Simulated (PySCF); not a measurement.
## Excitation energy of Sb⁺ by level of theory

Sb⁺ [Kr] 4d10 5s2 5p2 (3P) → Sb⁺ [Kr] 4d10 5s2 5p1 6s1 (3P), as a difference of total energies. All numbers are calculated (PySCF 2.14, scalar relativity by spin-free X2C-1e, in x2c-TZVPPall with one added diffuse shell each of s, p, d, f type (9s7p5d3f, 76 functions)). Correlated levels: valence: [Kr] 4d10 frozen; valence and next inner shell: [Ar] 3d10 frozen. The calculations carry no spin-orbit coupling.

```
                                method  excitation energy (cm⁻¹)
                                   UHF                     67181
                                   LDA                     66707
                                   PBE                     65735
                                  PBE0                     67069
                                r2SCAN                     68844
                               wB97X-V                     67982
                                  TPSS                     66906
                             CAM-B3LYP                     68040
                         MP2 (valence)                     67419
                     SCS-MP2 (valence)                     67416
    MP2 (valence and next inner shell)                     67842
SCS-MP2 (valence and next inner shell)                     67519
```

Errors of the correlated levels include the incompleteness of this basis and the frozen core.

For comparison: 68518 cm⁻¹ (measured; NIST levels, between the centres of gravity of the two terms).
